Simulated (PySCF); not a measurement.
## Li (lithium, neutral) across methods

[He] 3d1, 2D determinant (an excited configuration). Computed with PySCF 2.14 in aug-cc-pVQZ-DK, with scalar relativity by spin-free X2C-1e. The B2PLYP total includes its PT2 part (frozen core); its orbital energies are those of the SCF part.

| method | E (hartree) | mean ε 1s β (eV) | mean ε 1s α (eV) | mean ε 3d α (eV) | Σ⟨r²⟩ (bohr²) | ⟨S²⟩ |
| --- | --- | --- | --- | --- | --- | --- |
| UHF | -7.28373 | -72.119 | -72.119 | -1.270 | 65.87 | 0.750 |
| PBE0 | -7.3253 | -60.592 | -60.593 | -0.905 | 65.90 | 0.750 |
| PBE | -7.3231 | -56.494 | -56.496 | -0.728 | 65.86 | 0.750 |
| r2SCANh | -7.3392 | -59.523 | -59.521 | -0.662 | 66.50 | 0.750 |
| B2PLYP | -7.3248 | -65.143 | -65.144 | -0.971 | 65.68 | 0.750 |
| LDA | -7.2032 | -55.727 | -55.728 | -0.576 | 66.71 | 0.750 |
| LC-wPBE | -7.3180 | -62.359 | -62.359 | -1.461 | 65.51 | 0.750 |
| TPSSh | -7.3484 | -59.134 | -59.135 | -0.710 | 65.93 | 0.750 |
| r2SCAN | -7.3409 | -58.061 | -58.060 | -0.595 | 66.59 | 0.750 |

The outer electron is Rydberg-like, and this basis confines it to a smaller radius and binds it less than a complete one would.
